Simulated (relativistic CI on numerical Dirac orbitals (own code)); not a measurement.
## Zr²³⁺: computed level list

These numbers are calculated, not measured: Dirac-Coulomb-Breit CI, separate exchange-only KLI orbitals for each configuration, QED by a radiative potential, unscaled Slater integrals (own radial code, finite nucleus).

Configuration list (outside the closed core [Ne]): 3s²3p⁵, 3s3p⁶, 3s²3p⁴3d, 3s3p⁵3d, 3p⁶3d, 3s3p⁴3d², 3s²3p³3d4p, 3p⁶4s, 3s²3p⁴4s, 3p⁶4p, 3s3p⁴3d4s, 3s²3p⁴4p, 3s²3p³3d², 3s²3p²3d³, 3s3p³3d³, 3s²3p²3d²4s, 3s²3p²3d²4p. Double excitations out of closed p, d and f shells are left out; levels of such configurations are missing from the list, as are those of other unlisted configurations, and high levels can miss mixing partners.

The lowest level is 3s²3p⁵ ²P°3/2, with 98 % of that term; Hund's rules for 3s²3p⁵ give ²P° with J = 3/2, in agreement.

```
No.  Configuration  Term    J  E (cm⁻¹)   %  Next component (%)  Lifetime (s)
  1         3s²3p⁵   ²P°  3/2         0  98     2 3s²3p³3d² ²P°              
  2         3s²3p⁵   ²P°  1/2    147234  97     2 3s²3p³3d² ²P°      1.75e-05
  3          3s3p⁶    ²S  1/2    705465  68      28 3s²3p⁴3d ²S      5.95e-11
  4      3p⁴(3P)3d    ⁴D  3/2    824955  59               21 ²D      5.14e-09
  5      3p⁴(3P)3d    ⁴D  5/2    825076  71               12 ²D      2.17e-08
  6      3p⁴(3P)3d    ⁴D  7/2    840860  70               19 ⁴F      1.54e-03
  7      3p⁴(3P)3d    ⁴D  1/2    842078  43               41 ²P      1.11e-09
  8      3p⁴(3P)3d    ⁴F  9/2    883666  78               21 ²G      2.63e-03
  9      3p⁴(3P)3d    ²F  7/2    888782  44               28 ²G      2.18e-03
 10      3p⁴(1S)3d    ²D  3/2    911283  47               23 ⁴P      6.49e-10
 11      3p⁴(3P)3d    ⁴P  1/2    935214  50               39 ²P      6.75e-11
 12      3p⁴(3P)3d    ⁴D  1/2    945381  51               28 ⁴P      2.48e-10
 13      3p⁴(3P)3d    ⁴F  5/2    957370  63               22 ²D      2.04e-10
 14      3p⁴(3P)3d    ⁴F  3/2    964834  47               24 ²D      9.07e-11
 15      3p⁴(3P)3d    ⁴P  5/2    971851  40               29 ²F      1.83e-10
 16      3p⁴(1D)3d    ²P  3/2    977817  31               30 ⁴D      3.24e-09
 17      3p⁴(3P)3d    ⁴F  7/2   1007382  53               19 ²F      2.59e-05
 18      3p⁴(1D)3d    ²P  3/2   1029350  45               32 ⁴P      1.71e-09
 19      3p⁴(1D)3d    ²G  7/2   1030923  56               38 ²F      3.29e-05
 20      3p⁴(1D)3d    ²D  5/2   1030977  49               22 ²F      2.11e-10
 21      3p⁴(3P)3d    ²F  5/2   1051858  70               22 ⁴P      8.90e-10
 22      3p⁴(1D)3d    ²G  9/2   1052735  77               21 ⁴F      3.00e-05
 23      3p⁴(1D)3d    ²F  5/2   1086434  48               36 ²D      3.55e-10
 24      3p⁴(1D)3d    ²F  7/2   1117949  88                5 ⁴F      1.91e-05
 25      3p⁴(1S)3d    ²D  3/2   1156490  49               27 ²P      1.25e-11
 26      3p⁴(1D)3d    ²S  1/2   1182506  60         22 3s3p⁶ ²S      2.24e-12
 27      3p⁴(3P)3d    ²D  5/2   1212109  87                4 ²F      2.57e-12
 28      3p⁴(3P)3d    ²P  3/2   1220956  56               38 ²D      3.15e-12
 29      3p⁴(1S)3d    ²D  5/2   1252200  63               16 ²F      3.58e-11
 30      3p⁴(3P)3d    ²P  1/2   1271130  88                8 ²S      3.03e-12
```

Energies count from the lowest computed level; ° marks odd parity; lifetimes are radiative, by E1, M1, E2, M2, E3 decay to levels of this space only. Percentages are summed over parent terms; the parents shown are those of the largest component, closed shells are left out there.

The mean weight of the leading LS term, summed over parents, in these 30 levels is 62 %, and that of the leading jj configuration (from the same eigenvectors) 71 %.

At this charge energies of transitions that change n are usually good to better than 1 %, and those within a shell (Δn = 0) to a few per cent.

LS names give the leading component of a level, which can be under half, so a name can repeat, a term be missing and a line seem to break the LS rules.
